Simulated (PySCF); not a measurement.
Species: CH₃F₃Si.
Numbering: `[F:1][C:2]([F:3])([F:4])[SiH3:5]` (hydrogens: H6, H7, H8 on Si5)

Cartesian coordinates in Å at the PBE0-D3(BJ)/def2-SVP level; atoms count from 1:
```
atom  x, y, z in Å
F1     1.416   -0.235   -1.272
C2     0.948   -0.126   -0.019
F3     1.586    0.904    0.554
F4     1.311   -1.236    0.640
Si5   -0.968    0.124    0.006
H6    -1.267    1.378   -0.737
H7    -1.587   -1.056   -0.655
H8    -1.390    0.227    1.429
```

The calculation used PySCF, PBE0-D3(BJ)/def2-SVP geometry optimisation, gas phase.

Masses are those of the commonest isotopes; rigid-rotor values at the optimised geometry. 

**Question.** Give the principal moments of inertia and the rotational constants in MHz.

**Answer.** Ia = 94.70, Ib = 171.85, Ic = 171.92 u·Å²; 505379 MHz·u·Å²/I gives A = 5337, B = 2941, C = 2940 MHz.

**Question.** What kind of rotor is it?

**Answer.** A prolate symmetric top, as the point group C3v requires two equal moments; the computed ones differ by 0.04 % because the geometry is symmetric only within the optimiser's tolerance; Ray's κ = -0.999.

**Question.** Where do the R-branch lines fall?

**Answer.** The dipole of 1.94 D lies along the symmetry axis, so ΔK = 0 and J+1 ← J falls at 2B(J+1) for every K: 5.88 GHz, 11.76 GHz, 17.64 GHz, 23.52 GHz, 29.40 GHz for J = 0 to 4.

**Question.** Estimate the classical rotational partition function at 25 K, 200 K and 298.15 K.

**Answer.** Point group C3v, symmetry number σ = 3; q = (√π/σ)·√((kT/h)³/(ABC)), k/h = 20836.6 MHz/K: 1030 at 25 K, 23400 at 200 K, 42600 at 298.15 K.

No frequency check. Zero-point vibration and centrifugal distortion are left out.

On AMD EPYC 9R45, one thread, on a shared host, this took 16 s of wall time and 0.38 GiB of memory at its peak. These figures are those of the optimisation.
